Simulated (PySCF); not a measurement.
CF3, SMILES F[C](F)F (connectivity only; charge and spin as stated), charge +1, multiplicity 1. Coordinates come from a TPSSh-D3(BJ)/def2-TZVP optimisation. The spin state was assumed, not searched. The isomer is the one that the SMILES or the coordinates give; other isomers of the formula were not compared.

TDDFT-LC-ωPBE/def2-SVPD (PySCF) puts the lowest singlet excitations at 8.56, 10.03, 10.03, 11.06, 11.06, 13.36 eV.

**Question.** What are the lowest excitation roots from ADC(2)/aug-cc-pVDZ run with PySCF? (The exact figures need the calculation; the answer reports its results.)

**Answer.** 8.70, 10.23, 10.23, 10.48, 10.48, 13.01 eV. S1 differs by 0.14 eV (second minus first; roots are paired by order, and the bases may differ).
